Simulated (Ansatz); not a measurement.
Relaxation of AlF₂H₂O₂ (7 atoms, charge 0, multiplicity 2), to a largest force component of 0.03 eV/Å in at most 50 steps.

The calculation used UKS PBE/def2-SVP (Ansatz).

```xyz
7
Properties=species:S:1:pos:R:3
Al -0.029 -0.103 -0.053
F -0.121 -0.206 1.623
O 1.436 -0.071 -0.892
H 2.041 -0.803 -1.076
F -1.489 0.050 -0.835
O 0.188 -0.115 4.040
H -0.621 -0.504 3.630
```

**Question.** Where does it end, and by what steps?

**Answer.** The forces met the threshold. After 30 steps the energy has fallen by 1.995 eV; F2 moved furthest, 2.01 Å. Joined: Al1–O6 (4.10 → 1.82 Å).

| step | energy less start (eV) | largest force component (eV/Å) | accepted |
| --- | --- | --- | --- |
| 0 | 0.0000 | 0.450 | yes |
| 2 | -0.0301 | 1.441 | no |
| 4 | -0.0919 | 0.609 | yes |
| 6 | -0.1742 | 0.250 | yes |
| 8 | -0.2278 | 0.160 | yes |
| 10 | -0.2390 | 0.039 | yes |
| 12 | -0.2618 | 0.488 | yes |
| 14 | -0.3223 | 0.874 | yes |
| 16 | -0.4816 | 0.520 | yes |
| 18 | -0.7603 | 0.669 | yes |
| 20 | -1.3782 | 1.640 | yes |
| 22 | -1.7787 | 0.663 | yes |
| 24 | -1.8919 | 0.223 | yes |
| 26 | -1.9525 | 0.501 | yes |
| 28 | -1.9889 | 0.328 | yes |
| 30 | -1.9947 | 0.019 | yes |

```xyz
7
Properties=species:S:1:pos:R:3
Al -0.433 -0.317 0.614
F -0.563 -1.982 0.781
O 1.233 0.169 0.053
H 1.942 -0.484 0.233
F -1.664 0.539 -0.119
O 0.194 0.460 2.141
H 0.696 -0.138 2.734
```

Whether the end is a true minimum wasn't checked by a vibrational analysis.

Run time: 120 s on 2 threads of Arm Neoverse V2 (shared host), peak memory 0.18 GiB.
